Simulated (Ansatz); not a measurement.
Reaction (redistribution): `[CH3][In]([Cl])[C]#N` + `[CH3][Sn]([F])([F])[Cl]` → `[CH3][In]([Cl])[Cl]` + `[CH3][Sn]([F])([F])[C]#N`

Gas-phase electronic energies from Ansatz, PBE0-D4/def2-TZVP geometries. CCSD(T)/CBS is the MP2 limit (def2-TZVPP, def2-QZVPP) plus CCSD(T) − MP2 in def2-TZVPP, frozen cores. Elements past krypton have def2 core potentials. For In, Sn outer-core shells are correlated without core-valence functions, which leaves a few kJ/mol of doubt a bond.

| species | CCSD(T)/CBS(def2) energy (Eh) |
| --- | --- |
| `[CH3][In]([Cl])[C]#N` | -782.24624 |
| `[CH3][Sn]([F])([F])[Cl]` | -913.37402 |
| `[CH3][In]([Cl])[Cl]` | -1149.33784 |
| `[CH3][Sn]([F])([F])[C]#N` | -546.28404 |

Q: Work out ΔE.

A: ΔE = (-1149.33784) + (-546.28404) − (-782.24624) − (-913.37402) = -0.00162 Eh = -4.3 kJ/mol.

Largest T1 diagnostic among the species: 0.014.

At CCSD(T), def2-SVP lies −4.0 kJ/mol from the extrapolated value and def2-TZVPP −0.9 kJ/mol. Leaving LDA and LC-ωPBE aside and taking each functional with its dispersion term where it has one, the values, not all of them listed here, spread over 2.5 kJ/mol, from B97M-V to ωB97M-V.
